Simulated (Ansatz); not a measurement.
Consider the ligand exchange at a Ga–Se bond: `C[Se][GaH2]` + silanol → `[SiH3][O][GaH2]` + `C[SeH]`.

Isolated molecules relaxed with PBE0-D4/def2-TZVP in Ansatz; ΔE leaves out vibrations. CBS: MP2 limit from def2 TZ/QZ plus the TZ coupled-cluster correction, frozen cores. DFT in def2-TZVPP. B3LYP here is the variant with VWN-RPA as its local correlation; programs differ in this. HSE06 is defined as in plane-wave codes. For Ga, Se outer-core shells are correlated without core-valence functions, which leaves a few kJ/mol of doubt a bond. Scalar relativity is left out up to krypton.

`C[Se][GaH2]`:

```xyz
8

C    -0.255   -1.416    0.174
Se   -0.107   -0.209   -1.363
Ga    0.318    1.780   -0.277
H     0.503   -2.190    0.078
H    -1.246   -1.865    0.164
H    -0.108   -0.866    1.102
H     0.510    3.049   -1.164
H     0.385    1.717    1.286
```

`O[SiH3]`:

Cartesian coordinates in Å:
```
O 0.475 -0.421 1.113
Si 0.019 0.096 -0.383
H -0.186 -0.424 1.806
H -1.070 -0.748 -0.948
H 1.226 -0.006 -1.234
H -0.463 1.504 -0.355
```

`[SiH3][O][GaH2]`:

Cartesian coordinates in Å:
```
Si -1.322 0.233 0.244
O 0.058 0.207 -0.622
Ga 1.767 -0.274 -0.432
H -1.112 -0.306 1.620
H -2.360 -0.593 -0.429
H -1.823 1.629 0.360
H 2.631 -0.035 -1.702
H 2.161 -0.859 0.960
```

`C[SeH]`:

```xyz
6

C     0.461    0.289    0.050
Se   -0.866   -1.031    0.596
H     0.907    0.011   -0.902
H     1.228    0.280    0.823
H     0.015    1.279   -0.003
H    -1.745   -0.829   -0.563
```

| level | ΔE (kJ/mol) | difference from CCSD(T)/CBS |
| --- | --- | --- |
| LDA (SPW92) | 38.8 | 7.5 |
| PBE-D4 | 37.7 | 6.4 |
| revPBE-D4 | 35.6 | 4.3 |
| BLYP-D4 | 27.3 | -4.0 |
| r2SCAN-D4 | 31.3 | 0.0 |
| B97M-V | 23.5 | -7.8 |
| PBE0-D4 | 36.9 | 5.6 |
| B3LYP-D4 | 27.6 | -3.7 |
| BHLYP-D4 | 25.9 | -5.4 |
| CAM-B3LYP-D4 | 21.1 | -10.2 |
| ωB97X-V | 23.5 | -7.8 |
| ωB97M-V | 27.4 | -3.9 |
| B2PLYP | 24.7 | -6.6 |
| PBE-QIDH | 31.6 | 0.3 |
| PBE | 37.1 | 5.8 |
| revPBE | 35.6 | 4.3 |
| PBE0 | 36.3 | 5.0 |
| B3LYP | 26.4 | -4.9 |
| r2SCANh | 31.8 | 0.5 |
| r2SCAN0 | 32.5 | 1.2 |
| HSE06 | 36.7 | 5.4 |
| BHLYP | 24.1 | -7.2 |
| CAM-B3LYP | 20.5 | -10.8 |
| LC-ωPBE | 25.0 | -6.3 |
| RPA@PBE/def2-TZVPP | 19.6 | -11.7 |
| HF/def2-SVP | 9.1 | -22.2 |
| MP2/def2-SVP | 13.9 | -17.4 |
| CCSD/def2-SVP | 10.6 | -20.7 |
| CCSD(T)/def2-SVP | 12.0 | -19.3 |
| HF/def2-TZVPP | 17.0 | -14.3 |
| MP2/def2-TZVPP | 26.7 | -4.6 |
| SCS-MP2/def2-TZVPP | 20.1 | -11.2 |
| CCSD/def2-TZVPP | 22.6 | -8.7 |
| CCSD(T)/def2-TZVPP | 24.4 | -6.9 |
| HF/def2-QZVPP | 14.4 | -16.9 |
| MP2/def2-QZVPP | 29.8 | -1.5 |
| SCS-MP2/def2-QZVPP | 22.8 | -8.5 |
| HF/CBS(def2) | 14.1 | -17.2 |
| MP2/CBS(def2) | 33.7 | 2.4 |
| CCSD/CBS(def2) | 29.6 | -1.7 |
| CCSD(T)/CBS | 31.3 | 0 |

Largest T1 diagnostic among the species: 0.014.

Leaving LDA and LC-ωPBE aside and taking each functional with its dispersion term where it has one, the values spread over 16.6 kJ/mol, from CAM-B3LYP-D4 to PBE-D4. In def2-TZVPP, CCSD(T) changes the Hartree–Fock value by +7.4 kJ/mol (the triples alone add +1.8 kJ/mol) and MP2 by +9.7 kJ/mol. At CCSD(T), def2-SVP lies −19.3 kJ/mol from the extrapolated value and def2-TZVPP −6.9 kJ/mol.
